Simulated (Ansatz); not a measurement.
Reaction (redistribution): `CN[SiH2]NC` + `C[BH][AlH2]` → `CN[SiH2][AlH2]` + `CBNC`

Isolated molecules relaxed with PBE0-D4/def2-TZVP in Ansatz; ΔE leaves out vibrations. CBS: MP2 limit from def2 TZ/QZ plus the TZ coupled-cluster correction, frozen cores. Functionals use def2-TZVPP. One conformer a species, not always the lowest.

CCSD(T)/CBS gives -26.4 kcal/mol.

Another level gave -23.7 kcal/mol. Which?
A. PBE-D4/def2-TZVPP
B. HF/def2-TZVPP
C. SCS-MP2/def2-TZVPP
D. r2SCAN-D4/def2-TZVPP

B. HF/def2-TZVPP -23.7, PBE-D4 -29.7, r2SCAN-D4 -27.6, SCS-MP2/def2-TZVPP -25.8 kcal/mol.

Largest T1 diagnostic among the species: 0.011.

From PBE to PBE0 (25 % exact exchange), in def2-TZVPP and without D4, ΔE moves by +1.3 kcal/mol. In def2-TZVPP, CCSD(T) changes the Hartree–Fock value by −3.2 kcal/mol (the triples alone add −0.7 kcal/mol) and MP2 by −2.7 kcal/mol.
